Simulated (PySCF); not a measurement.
**Spinor energies of P⁺ (phosphorus, charge +1)**

Start: [Ne] 3s2 3p1 4s1; 3p3/2 filled at m_j = +3/2; 4s1/2 filled at m_j = +1/2. Calculated with PySCF 2.14 in x2c-SVPall-2c with one added diffuse shell each of s, p type (5s5p1d, 25 functions): generalised Hartree-Fock with the X2C-1e Hamiltonian and a Gaussian nucleus; one run each with spin-orbit coupling (SO) switched off, then screened by Boettger's factors. This is a chosen level, not necessarily the ground level.

| spinor shell | electrons | ε, spin-free (eV) | ε, screened SO (eV) | weight of nominal j (screened SO) | rms radius, screened SO (bohr) |
| --- | --- | --- | --- | --- | --- |
| 1s1/2 | 2 | -2199.0 | -2199.0 | 1.000 | 0.120 |
| 2s1/2 | 2 | -222.76 | -222.77 | 1.000 | 0.560 |
| 2p1/2 | 2 | -164.29 | -164.83 | 0.966 | 0.538 |
| 2p3/2 | 4 | -164.29 | -164.04 | 0.983 | 0.540 |
| 3s1/2 | 2 | -32.417 | -32.422 | 0.999 | 1.90 |
| 3p3/2 | 1 | -23.590 | -23.564 | 1.000 | 2.21 |
| 4s1/2 | 1 | -8.629 | -8.630 | 1.000 | 5.07 |

```
   quantity   spin-free  screened SO
E (hartree)  -340.64748   -340.64677
        M_J           2            2
       ⟨J²⟩       6.010        6.010
       ⟨L²⟩       2.008        2.008
       ⟨S²⟩       2.003        2.003
```

Each row is a mean over spinors that exchange with the open shell spreads, by up to 3.257 eV (3s1/2).

Without spin-orbit coupling the j labels of p, d and f shells carry no meaning; the spin-free column gives the mean over the occupied spinors of each nl shell.
